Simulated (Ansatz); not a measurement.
Reaction (formal exchange of groups at the Sn–O bond): `[SiH3][SiH2][O][SnH3]` + `C#C` → `C#[C][SnH3]` + `O[SiH2][SiH3]`

Program: Ansatz. Geometries: PBE0-D4/def2-TZVP. ΔE: electronic, gas phase. CBS: MP2 limit from def2 TZ/QZ plus the TZ coupled-cluster correction, frozen cores. This one scheme is used for every species. Elements past krypton have def2 core potentials. For Sn outer-core shells are correlated without core-valence functions, which leaves a few kJ/mol of doubt a bond. One conformer a species, not always the lowest.

| species | CCSD(T)/CBS(def2) energy (Eh) |
| --- | --- |
| `[SiH3][SiH2][O][SnH3]` | -872.19319 |
| `C#C` | -77.22717 |
| `C#[C][SnH3]` | -292.44374 |
| `O[SiH2][SiH3]` | -656.96789 |

Work out ΔE.

ΔE = (-292.44374) + (-656.96789) − (-872.19319) − (-77.22717) = 0.00873 Eh = +22.9 kJ/mol.

Largest T1 diagnostic among the species: 0.014.

In def2-TZVPP, CCSD(T) changes the Hartree–Fock value by −9.4 kJ/mol (the triples alone add −0.8 kJ/mol) and MP2 by −10.9 kJ/mol. The D4 term adds +4.4 kJ/mol with B3LYP and +2.7 kJ/mol with PBE0; it sums over pairs of atoms, weighted by their polarisabilities, and B3LYP, whose exchange is more repulsive, gets the larger term.

B3LYP here is the variant with VWN-RPA as its local correlation; programs differ in this.
